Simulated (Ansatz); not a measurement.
The cluster Cu2Sn, relaxed as a singlet with RKS PBE-D4/def2-TZVP in Ansatz, starting from the GFN1-xTB geometry. Force threshold 0.02 eV/Å.

In the def2 sets Sn takes a core potential; there is no spin–orbit coupling. The relaxation made no stability test and no search for a lower SCF solution. No other spin state of charge 0 was run. The structure comes from a short search, and lower isomers may exist.

Start:

```xyz
3

Cu    0.144   -0.083   -0.697
Cu   -1.435    1.557   -0.374
Sn    1.291   -1.474    1.070
```

Task: Estimate the energy that the relaxation releases and the steps that it takes.

Result: 31.6 kcal/mol, in 9 steps; 12 s on 4 threads of Arm Neoverse V1 on a shared host. No frequencies were taken in this run, so the end may be a saddle point.

Task: Does the start keep its bonding and symmetry?

Result: Bonds formed: Cu2–Sn3 (atoms count from 1). The end is the same structure that another start reached, the lowest one found. Point group Cs at the start, C2v at the end, both within 0.05 Å.

Task: Predict the relaxed structure.

Result: 
```xyz
3

Cu    0.4182   -0.3063   -1.3686
Cu   -0.9996    1.0304    0.2835
Sn    0.5814   -0.7241    1.0851
```
Bond lengths (bridged metal pairs left out): 2 × Cu–Sn 2.49 Å; 1 × Cu–Cu 2.55 Å.
